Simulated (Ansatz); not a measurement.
A run for Ansatz (an electronic-structure program): R-SVWN5/def2-TZVPP on F6W (SMILES [F][W]([F])([F])([F])([F])[F]). Elements past Kr take the def2 small-core potentials; no spin–orbit coupling.

Ansatz 0.2 input:
```yaml
crystal:
  periodic: [false, false, false]
  atoms:
    - {symbol: W, position_ang: [-0.00001603, 0.00001161, -0.00001872]}
    - {symbol: F, position_ang: [1.67795438, -0.67167322, 0.37414287]}
    - {symbol: F, position_ang: [-0.44917793, -0.12674153, 1.78573476]}
    - {symbol: F, position_ang: [-0.62406878, -1.71453135, -0.27864846]}
    - {symbol: F, position_ang: [0.62395537, 1.71451253, 0.27903550]}
    - {symbol: F, position_ang: [0.44921223, 0.12701092, -1.78573695]}
    - {symbol: F, position_ang: [-1.67795924, 0.67151104, -0.37460901]}
basis:
  gaussian:
    orbitals: def2-TZVPP
hamiltonian:
  xc: {name: SVWN5}
scf: {lower_state_search: off}
```

Output:

```
WARN ansatz: RAYON_NUM_THREADS=4 ignored (pool sized by the plan → 4); use --threads N
Functional definition: SVWN5
these checks for a lower state are left out or cut short: stability, starts, cluster_reference, orbital_swaps, neighbouring_geometries, increment
integrals: 0.18 GiB planned
1271 factors; their error is unknown
mean field: 1.16 GiB planned
mean field evaluation 1: about -18025.8748 eV, gradient 9.2e1 eV
mean field evaluation 2: about -17875.3469 eV, gradient 3.3e2 eV
mean field evaluation 4: about -18038.1548 eV, gradient 1.4e1 eV
mean field evaluation 8: about -18038.5076 eV, gradient 1.1e-1 eV
mean field evaluation 16: about -18038.5076 eV, gradient 2.3e-6 eV
mean field -18038.50759694 eV, -662.9029272478 hartree, gradient 2.3e-6 eV, S^2 0.000000; 0 other end points of the search recorded, 0 dependent functions left out
reference -18038.50763887 eV, -662.9029287890 hartree; 34, 34 occupied and 208, 208 virtual orbitals, 1271 factors
Total energy: -18038.50763887 eV, -662.9029287890 hartree
Checks for a lower state left out: stability, starts, cluster_reference, orbital_swaps, neighbouring_geometries, increment
```

The calculation finished and met its thresholds.

Cost: very roughly 4 core-seconds.
